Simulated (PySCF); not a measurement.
**Fine-structure interval of Mo³⁷⁺ by level of theory**

Mo³⁷⁺ [He] 2s2 2p1 [2p1/2^1, M_J = 1/2] → Mo³⁷⁺ [He] 2s2 2p1 [2p3/2^1, M_J = 3/2], as a difference of total energies. All numbers are calculated (PySCF 2.14, the two-component X2C-1e Hamiltonian, in an uncontracted even-tempered set (17 s from 17 bohr⁻², ratio 2.4; 12 p from 21 bohr⁻², ratio 2.4; 5 d from 71 bohr⁻², ratio 2.6; 4 f from 110 bohr⁻², ratio 2.6)). Correlated levels: nothing frozen; the 32 highest virtual spinors dropped. "Screened" scales the spin-orbit matrix elements by Boettger's factors to mimic the two-electron term; Breit and QED terms are absent.

| method | fine-structure interval (cm⁻¹) |
| --- | --- |
| GHF (screened spin-orbit) | 989870 |
| GMP2 (screened spin-orbit) | 984510 |
| GHF (bare spin-orbit) | 1040900 |
